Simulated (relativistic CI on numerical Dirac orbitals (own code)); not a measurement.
## Energy levels of Sb50+

Computed by Dirac equation for one electron, model QED (radiative potential, 1s self-energy scaled to tabulated hydrogen-like ionisation energies) (own radial code, finite nucleus).

Configurations in the expansion: 1s, 2s, 2p, 3s, 3p, 3d, 4s, 4p, 4d, 4f, 5s, 5p, 5d, 5f, 5g, 6s, 6p, 6d. Levels of other configurations are missing.

The lowest level is 1s 2S_1/2, with 100 % of that term; Hund's rules for 1s give 2S with J = 1/2, in agreement.

| No. | Configuration | Term | J | E (Ry) | % | Landé g |
| --- | --- | --- | --- | --- | --- | --- |
| 1 | 1s | 2S | 1/2 | 0.00 | 100 | 1.907 |
| 2 | 2p | 2P° | 1/2 | 2014.43 | 100 | 0.642 |
| 3 | 2s | 2S | 1/2 | 2014.87 | 100 | 1.978 |
| 4 | 2p | 2P° | 3/2 | 2039.14 | 100 | 1.315 |
| 5 | 3p | 2P° | 1/2 | 2395.34 | 100 | 0.655 |
| 6 | 3s | 2S | 1/2 | 2395.47 | 100 | 1.992 |
| 7 | 3d | 2D | 3/2 | 2402.66 | 100 | 0.791 |
| 8 | 3p | 2P° | 3/2 | 2402.68 | 100 | 1.326 |
| 9 | 3d | 2D | 5/2 | 2404.94 | 100 | 1.193 |
| 10 | 4p | 2P° | 1/2 | 2527.63 | 100 | 0.660 |
| 11 | 4s | 2S | 1/2 | 2527.68 | 100 | 1.996 |
| 12 | 4d | 2D | 3/2 | 2530.71 | 100 | 0.795 |
| 13 | 4p | 2P° | 3/2 | 2530.71 | 100 | 1.329 |
| 14 | 4f | 2F° | 5/2 | 2531.67 | 100 | 0.852 |
| 15 | 4d | 2D | 5/2 | 2531.67 | 100 | 1.196 |
| 16 | 4f | 2F° | 7/2 | 2532.15 | 100 | 1.139 |
| 17 | 5p | 2P° | 1/2 | 2588.42 | 100 | 0.662 |
| 18 | 5s | 2S | 1/2 | 2588.45 | 100 | 1.999 |
| 19 | 5d | 2D | 3/2 | 2589.99 | 100 | 0.797 |
| 20 | 5p | 2P° | 3/2 | 2590.00 | 100 | 1.331 |
| 21 | 5f | 2F° | 5/2 | 2590.49 | 100 | 0.854 |
| 22 | 5d | 2D | 5/2 | 2590.49 | 100 | 1.198 |
| 23 | 5g | 2G | 7/2 | 2590.73 | 100 | 0.886 |
| 24 | 5f | 2F° | 7/2 | 2590.73 | 100 | 1.140 |
| 25 | 5g | 2G | 9/2 | 2590.88 | 100 | 1.109 |
| 26 | 6p | 2P° | 1/2 | 2621.27 | 100 | 0.663 |
| 27 | 6s | 2S | 1/2 | 2621.28 | 100 | 2.000 |
| 28 | 6d | 2D | 3/2 | 2622.17 | 100 | 0.797 |
| 29 | 6p | 2P° | 3/2 | 2622.18 | 100 | 1.332 |
| 30 | 6d | 2D | 5/2 | 2622.46 | 100 | 1.198 |

Energies count from the lowest computed level; ° marks odd parity.
